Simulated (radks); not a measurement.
Results of a calculation; reference values are marked as such.
How relativity changes the ionisation of neutral lutetium ([Xe] 4f14 5d1 6s2) to Lu+ ([Xe] 4f14 6s2). Spin-unpolarised spherical Kohn-Sham, PBE, point nucleus unless stated (finite: rms radius 5.37 fm), a radial shooting solver on a logarithmic mesh with Libxc functionals. A level marked "c x" has the speed of light scaled by that factor and shares open shells by 2j + 1; other Dirac levels either fill j = l - 1/2 first or share by 2j + 1.

level,E(Lu) (hartree),E(Lu+) (hartree),IE (eV),HOMO,<r> HOMO (bohr)
non-rel.,-13855.5896,-13855.3554,6.374,5d,2.667
scalar-rel.,-14563.3445,-14563.1513,5.256,5d,2.930
"scalar-rel., finite nucleus",-14561.4707,-14561.2775,5.257,5d,2.930
"Dirac, 2j+1 shares",-14581.0882,-14580.8950,5.258,5d5/2,3.007
"Dirac, low j first",-14581.0951,-14580.8950,5.447,5d3/2,2.853
"Dirac, 2j+1 shares, finite nucleus",-14579.1991,-14579.0058,5.260,5d5/2,3.006
"Dirac, c x 1.25",-14295.3956,-14295.1878,5.655,5d5/2,2.868
"Dirac, c x 1.5",-14152.7312,-14152.5154,5.874,5d5/2,2.801
"Dirac, c x 10",-13861.9058,-13861.6720,6.363,5d5/2,2.670

NIST Atomic Spectra Database: 5.426 eV (measured). The relativistic part of the total energy of Lu is -723.6 hartree (Dirac, 2j+1 shares, finite nucleus), 5.2 % of the non-relativistic value. Spin polarisation and multiplet splitting of open shells are left out at every level.

Beside tabulated values, note that relativity, absent from the non-relativistic runs, is large for the heavy elements, and spin-unpolarised runs miss the spin-polarisation part of the exchange energy of open shells.
